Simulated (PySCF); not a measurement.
**Structure elucidation problem**

An unknown has the formula C7H6O4. Its calculated NMR data are:

1H NMR (600 MHz, computed): δ 7.81 (d, 1H), 7.07 (s, 1H), 6.90 (d, 1H), 4.16 (s, 3H).

13C{1H} NMR (computed): δ 171.1, 164.3, 161.1, 148.8, 125.9, 109.4, 54.6.

Isolated molecule, fast rotation and ring inversion assumed for equivalent nuclei, a single conformation, non-relativistic. Geometry from GFN2-xTB; shielding tensors at PBE0/pcSseg-1 (GIAO); PySCF.

References, each an isolated molecule treated in the same way: TMS for 1H (31.72 ppm), 13C (186.93 ppm).

**Question.** Deduce the structure.

**Answer.** 
1. The formula gives 5 degrees of unsaturation (1 ring in the answer).
2. 7 carbon signals for 7 carbons: no two carbons are equivalent.
3. Carbon types of the structure: 3 × C, 3 × CH, 1 × CH3, which accounts for all hydrogens.
4. δC 171.1: ester carbonyl carbon; lone-pair donation from the attached heteroatom keeps it upfield of a ketone carbonyl.
5. δC 164.3: ring carbonyl carbon.
6. δC 161.1, 125.9, 109.4: unsaturated ring CH.
7. δC 148.8: unsaturated ring carbon.
8. δC 54.6: methyl carbon bonded to O; the inductive effect lowers its shielding.
9. δH 7.81, 7.07, 6.90: hydrogen on a unsaturated ring CH.
10. δH 4.16: hydrogen on a methyl carbon bonded to O; its carbon carries O, which withdraws density.

The compound is `COC(=O)c1ccoc(=O)c1`.

The data come from this structure; uniqueness wasn't tested.

Shifts are as computed. Against solution values, carbons near 30 ppm lie about +3 ppm off and those near 130 ppm about +5 ppm. Of 1211 compounds with measured shifts, 218 miss one by over three times the rms of a fit or turn the order of signals round; such compounds aren't used in these exercises. Multiplicities follow the n + 1 count of equivalent neighbours, as no J values were calculated; m marks all less simple cases, F and P coupling included.
